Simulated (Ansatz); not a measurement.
Consider the ligand exchange at the Si–C bond: `C[Si](C)(O)[SiH3]` + HCl → `C[Si](O)([SiH3])Cl` + CH₄.

Calculated with Ansatz (gas phase, PBE0-D4/def2-TZVP geometries, no zero-point term in ΔE). CCSD(T)/CBS adds triple-zeta CCSD(T) − MP2 to the extrapolated MP2 energy (def2 sets, frozen cores). This one scheme is used for every species. Functionals use def2-TZVPP. One conformer a species, not always the lowest.

```tsv
level	ΔE (kcal/mol)
r2SCAN-D4	-28.7
B2PLYP	-28.9
r2SCAN	-28.8
SCS-MP2/def2-TZVPP	-28.5
CCSD(T)/def2-TZVPP	-27.1
SCS-MP2/def2-QZVPP	-29.0
HF/CBS(def2)	-30.8
MP2/CBS(def2)	-29.5
```

Problem. What does CCSD(T)/CBS give? (Estimate.)

Solution. Ansatz gave: -28.1 kcal/mol. The listed levels differ from it by -0.6, -0.8, -0.7, -0.4, 1.0, -0.9, -2.7, -1.4 kcal/mol.

Largest T1 diagnostic among the species: 0.011.

In def2-TZVPP, CCSD(T) changes the Hartree–Fock value by +3.7 kcal/mol (the triples alone add +0.2 kcal/mol) and MP2 by +2.3 kcal/mol.
